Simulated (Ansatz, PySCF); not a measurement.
Here is a job for PySCF.
```python
from pyscf import gto, scf, dft

mol = gto.M(
    atom='''
C     0.27236014   -1.00195734    0.56516932
C     1.19099687   -0.19044326   -0.01759859
N     0.51940717    0.85249222   -0.56329251
C    -0.75970702    0.68408123   -0.32290162
N    -0.96357796   -0.45087572    0.37351811
H     2.25307636   -0.28200407   -0.07977545
H    -1.53106846    1.35703366   -0.63791490
H    -1.83471236   -0.83642890    0.69809648
''',
    basis='sto-3g',
    spin=1,
    verbose=4,
)

mf = dft.UKS(mol)
mf.xc = 'wb97x'
mf.grids.atom_grid = (99, 590)
mf.grids.prune = None
mf.kernel()
```

Write the same job for Ansatz (an electronic-structure program).

Several could match; the one computed here: 
Ansatz 0.2 input:
```yaml
crystal:
  periodic: [false, false, false]
  atoms:
    - {symbol: C, position_ang: [0.27236014, -1.00195734, 0.56516932]}
    - {symbol: C, position_ang: [1.19099687, -0.19044326, -0.01759859]}
    - {symbol: N, position_ang: [0.51940717, 0.85249222, -0.56329251]}
    - {symbol: C, position_ang: [-0.75970702, 0.68408123, -0.32290162]}
    - {symbol: N, position_ang: [-0.96357796, -0.45087572, 0.37351811]}
    - {symbol: H, position_ang: [2.25307636, -0.28200407, -0.07977545]}
    - {symbol: H, position_ang: [-1.53106846, 1.35703366, -0.63791490]}
    - {symbol: H, position_ang: [-1.83471236, -0.83642890, 0.69809648]}
basis:
  gaussian:
    orbitals: STO-3G
hamiltonian:
  xc: {name: wB97X}
magnetization: {spin_polarized: true, initial_magnetization: 1}
accuracy: high
```

Both were run: PySCF gave -222.600074 Eh and Ansatz -222.600073 Eh, 0.000 mEh apart.
